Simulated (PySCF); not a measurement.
Predicted microwave data (PBE0-D3(BJ)/def2-SVP geometry optimisation, gas phase, def2 core potentials past Kr (PySCF 2.14.0)) for one isomer of C3H7BSn:

* Rotational constants: A = 11661, B = 770.9, C = 734.4 MHz
* Dipole components: |μa| = 3.01 D, |μb| = 0.60 D, |μc| = 0.05 D
* Inertial defect: -10.81 u·Å²
* κ: -0.99

Question: Which candidate fits, each taken in the one conformer that was computed?
A. `[BH2:1][SnH2:2][CH2:3][C:4]#[CH:5]` with H–B1–Sn2–C3 95° and -83°, B1–Sn2–C3–C4 55°
B. `CC#C[BH][SnH3]`

Answer: B. It is CC#C[BH][SnH3], a near-prolate asymmetric top. The candidates at the same level (rigid rotor, commonest isotopes):

```
             SMILES  A (MHz)  B (MHz)  C (MHz)  μa (D)  μb (D)  μc (D)  Δ (u·Å²)  point group                        rotor
     CC#C[BH][SnH3]    11661    770.9    734.4    3.01    0.60    0.05    -10.81            –  near-prolate asymmetric top
[BH2][SnH2][CH2]C#C     4894     1609     1334    0.58    0.29    0.43    -38.71           C1               asymmetric top
```

`[BH2][SnH2][CH2]C#C` has B 109 % too high. No structure here is proved a minimum.
